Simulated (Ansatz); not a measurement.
The cluster Al₂Ru⁻, relaxed as a quartet with UKS B3LYP-D4/def2-TZVPD in Ansatz, starting from the B3LYP-D4/def2-TZVPD geometry of the charge -1 doublet. Force threshold 0.02 eV/Å.

In the def2 sets Ru takes a core potential; there is no spin–orbit coupling. The highest occupied level of the charge -1 quartet lies above zero (up to 0.44 eV). It is a level of α spin, whose loss leaves a triplet; that state wasn't run at this geometry and level. The electron is either unbound and held by the finite basis, or the level is raised by self-interaction error. The relaxation made no stability test and no search for a lower SCF solution. At B3LYP-D4/def2-TZVPD a doublet of charge -1 lies 0.77 eV below the quartet, each at its own geometry. The structure comes from a short search, and lower isomers may exist.

Start:

Cartesian coordinates in Å:
```
Ru -0.5711 -0.5253 -0.9198
Al -0.5140 1.4002 0.3066
Al 1.0850 -0.8748 0.6132
```

```csv
step,energy (eV),largest force component (eV/Å),SCF passes
1,-15778.3741,0.877,25
2,-15778.4500,0.267,35
3,-15778.4562,0.003,28
```

Force components are those of the run's own axes.

End:

Cartesian coordinates in Å:
```
Ru -0.616 -0.567 -0.993
Al -0.455 1.369 0.350
Al 1.071 -0.802 0.643
```

By distances, no bond broke or formed. The bond that changes most is Al2–Al3, from 2.80 to 2.67 Å (atoms count from 1).

No frequencies were taken in this run, so the end may be a saddle point.

Run time 6 s (4 threads of Arm Neoverse V1 on a shared host).
